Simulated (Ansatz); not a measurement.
A nudged elastic band was laid between two geometries of ClFGeH2 + ClH (7 atoms, charge 0, multiplicity 1).

Level of theory: RKS PBE/def2-SVP in Ansatz 0.2.0.

```
movable images  : 8
climbing image  : no
spring          : 5.0 eV/Å²
optimiser       : quadratic models (default)
start path      : through a guess of the saddle point
force threshold : 0.05 eV/Å
iteration limit : 60
end points      : relaxed
```

First end point:

```xyz
7
Properties=species:S:1:pos:R:3
Ge -0.042 -0.237 -0.195
F 0.267 -0.148 1.555
Cl 1.845 -0.712 -1.124
H -0.511 1.165 -0.629
H -1.010 -1.427 -0.364
Cl 1.192 2.801 1.745
H 0.876 1.551 1.980
```

Last end point:

```xyz
7
Properties=species:S:1:pos:R:3
Ge 0.503 0.125 -0.244
F -0.908 0.856 2.132
Cl 1.702 -0.351 -1.991
H -0.640 1.047 -0.701
H 0.173 -1.197 0.469
Cl 1.824 1.298 1.086
H -0.036 1.216 2.216
```

Question: Which bonds break or form, and what moves?

Answer: Bonds broken: Ge1–F2, Cl6–H7. Bonds formed: Ge1–Cl6, F2–H7. ClFGeH2 + ClH becomes Cl2GeH2 + FH.

Question: What energy profile does the band end with?

Answer: The run converged. The highest image is number 5 of 0 to 9, 0.73 eV above the first end and 0.81 eV above the last; the last end lies 0.08 eV below the first. No image climbed, so the highest image needn't sit at the top of the path. The orbitals stay closed-shell, which can raise the energy where a bond breaks towards radicals; this wasn't checked here.

```tsv
image	path coordinate (Å)	energy (eV)	Ge1–F2 (Å)	Cl6–H7 (Å)	Ge1–Cl6 (Å)
0	0.00	0.00	1.78	1.31	3.81
1	0.47	0.01	1.78	1.31	3.76
2	0.93	0.06	1.79	1.31	3.51
3	1.40	0.30	1.82	1.33	3.14
4	1.87	0.70	1.91	1.42	2.77
5	2.34	0.73	2.14	1.68	2.48
6	2.80	0.36	2.43	1.88	2.30
7	3.27	0.07	2.73	2.02	2.23
8	3.74	-0.06	2.90	2.14	2.21
9	4.20	-0.08	2.86	2.18	2.21
```

Question: What is the geometry of the highest image?

Answer: 
```xyz
7
Properties=species:S:1:pos:R:3
Ge 0.193 0.177 -0.108
F -0.257 0.216 1.983
Cl 1.883 -0.248 -1.412
H -0.784 1.228 -0.670
H -0.401 -1.256 0.039
Cl 1.535 1.880 1.104
H 0.450 0.996 2.032
```

Run time: 98 s on 2 threads of Arm Neoverse V2, on a shared host, peak memory 0.15 GiB.
